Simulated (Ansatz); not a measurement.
Spin states of H2O2Os (SMILES [OH][Os][OH]), each relaxed with B3LYP-D3(BJ)/def2-TZVP.
State 1 (charge 0, multiplicity 3):
```xyz
5

Os     0.092    -0.286     0.055
O      1.503    -0.055    -1.121
H      1.679     0.744    -1.632
O     -1.326    -0.517     1.223
H     -2.001     0.144     1.419
```
State 2 (charge 0, multiplicity 1):
| atom | x (Å) | y (Å) | z (Å) |
|---|---|---|---|
| Os | -0.0039 | -0.0158 | -0.0075 |
| O | 1.3402 | 0.2145 | -1.1315 |
| H | 2.0611 | 0.3647 | -1.7458 |
| O | -1.3552 | -0.2232 | 1.1125 |
| H | -2.0960 | -0.3104 | 1.7150 |

Singlets are restricted, other states unrestricted; no spin–orbit coupling, no relativity up to Kr; see below for the cores. The largest T1 diagnostic is 0.028.

Programs: Ansatz (a program for electronic structure) with Gaussian orbitals.  In def2 rows elements past Kr take small-core potentials, without spin–orbit coupling.

One of these levels gives 0.279 eV for the energy of the multiplicity-1 state less that of the multiplicity-3 state. Which one is it?
A. PBE/def2-TZVPP
B. r2SCANh/def2-TZVPP
C. PBE0/def2-TZVPP
D. SVWN5/def2-TZVPP

C, PBE0/def2-TZVPP. The others give -0.149 (SVWN5/def2-TZVPP), 0.190 (PBE/def2-TZVPP), 0.419 (r2SCANh/def2-TZVPP)
